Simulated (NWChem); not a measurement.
System: C₄H₇F; SMILES C(/C)=C(/C)F

All runs: NWChem. The geometry was optimised at PBE0/def2-SVP. Level: M06-2X/def2-SVP with COSMO at NWChem's default radii, gas-phase geometry; rows give the dielectric constant.

For dielectric constant 1.5:

```
Property                                   Result
-----------------------------------------  ------
electrostatic solvation energy (kcal/mol)    -0.8
dipole in solution (D)                       1.85
```

Question: Estimate the same quantities for dielectric constant 25.0.

Answer: electrostatic solvation energy (kcal/mol): -2.5
dipole in solution (D): 2.16
